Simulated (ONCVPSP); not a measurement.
## Cutoff test, Al, ONCV

```json
{
 "Element": "Al",
 "Generator": "ONCVPSP 4.0.1",
 "Type": "optimised norm-conserving Vanderbilt (ONCV)",
 "Functional": "PBEsol",
 "Relativity": "fully relativistic",
 "Frozen core": "[Ne]",
 "Valence charge": "3",
 "Reference configuration": "3s2 3p1",
 "Partial waves": "3s: rc 2.05 bohr, ncon 3, nbas 8, qcut 3.1 1/bohr, 2 projectors, debl 0.7 Ha; 3p: rc 1.80 bohr, ncon 4, nbas 8, qcut 4.6 1/bohr, 3 projectors, debl 0.9 Ha; d scattering state at 0.09 Ha: rc 1.75 bohr, ncon 4, nbas 8, qcut 6.4 1/bohr, 2 projectors, debl 3.1 Ha",
 "Local potential": "polynomial inside 1.65 bohr (lpopt 5, dvloc0 6 Ha)",
 "Core correction": "Teter function, fcfact 5, rcfact 1.5"
}
```

Open shells are filled in proportion to 2j + 1.

Problem. For each optimised wave give the share of its norm inside rc, the residual kinetic energy above qcut (Ha) and the cutoffs (Ha) for errors of 10, 1, 0.1 and 0.01 mHa per electron.

Solution.

| wave | norm inside rc | residual KE | 10 mHa | 1 mHa | 0.1 mHa | 0.01 mHa |
| --- | --- | --- | --- | --- | --- | --- |
| 3s | 0.347 | 8.3e-04 | 2.6 | 4.8 | 29.2 | 60.4 |
| s projector 2 | 0.196 | 1.6e-03 | 3.3 | 5.4 | 16.9 | 59.9 |
| 3p j=3/2 | 0.105 | 1.1e-04 | 1.2 | 2.1 | 11.1 | 58.4 |
| p projector 2 j=3/2 | 0.189 | 8.2e-03 | 8.3 | 51.4 | 82.1 | 102.0 |
| p projector 3 j=3/2 | 0.136 | 1.0e-02 | 10.8 | 91.9 | 109.6 | 140.2 |
| 3p j=1/2 | 0.106 | 1.0e-04 | 1.2 | 2.1 | 10.7 | 58.1 |
| p projector 2 j=1/2 | 0.190 | 7.8e-03 | 5.4 | 50.0 | 82.0 | 101.1 |
| p projector 3 j=1/2 | 0.136 | 9.8e-03 | 10.2 | 91.6 | 109.4 | 139.9 |
| d projector 1 j=5/2 | 0.016 | 1.9e-06 | 1.9 | 6.7 | 12.8 | 17.3 |
| d projector 2 j=5/2 | 0.165 | 2.0e-03 | 16.7 | 22.7 | 79.5 | 98.8 |
| d projector 1 j=3/2 | 0.016 | 1.9e-06 | 1.9 | 6.7 | 12.8 | 17.3 |
| d projector 2 j=3/2 | 0.165 | 2.0e-03 | 16.7 | 22.7 | 79.6 | 98.8 |

The occupied waves need 4.8 Ha and 29 Ha for 1 and 0.1 mHa. The cutoffs count occupied waves only; projector 3 of the p channel, the hardest unoccupied one, needs 92 Ha at the loose tolerance. Note: ghosts flagged at negative energy: p3/2 at -58.9 eV, p1/2 at -58.8 eV; GHOST(+) flags only above 600 eV. A true bound ghost makes a file unfit for plane-wave use.
